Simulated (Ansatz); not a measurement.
System: sum formula HSiOF$_{2}$ (charge 0, doublet). It need not be the lowest isomer of its formula. SMILES: F[Si](O)F
Coordinates optimised at B3LYP-D3(BJ)/def2-TZVP (Ansatz, an electronic-structure program):
```
Si
F 1 1.5911
F 1 1.5995 2 107.42
O 1 1.6334 2 105.63 3 118.41
H 4 0.9619 1 119.05 2 -175.79
```
Charge 0, spin multiplicity 2.

Computed values are from Ansatz. Valence correlation only, unless marked. UHF or UKS for open shells. Spin-orbit coupling is left out. No relativistic terms. CBS marks a two-point X^-3 extrapolation of the correlation energy; Hartree-Fock from the larger set. The bracket is a focal-point correction in the basis named.

**Question.** What is the total energy at RI-MP2/CBS(cc-pV(T+d)Z,cc-pV(Q+d)Z)+[CCSD(T)-MP2]/cc-pV(T+d)Z?

**Answer.** -564.5589 Eh.

**Question.** What is the T1 diagnostic at CCSD/cc-pV(T+d)Z?

**Answer.** 0.014.

**Question.** What is the atomisation energy De at RI-MP2/CBS(cc-pV(T+d)Z,cc-pV(Q+d)Z)+[CCSD(T)-MP2]/cc-pV(T+d)Z?

**Answer.** 490.1 kcal/mol.

**Question.** What is the dipole moment at CCSD(T)/aug-cc-pV(D+d)Z?

**Answer.** 2.40 D.
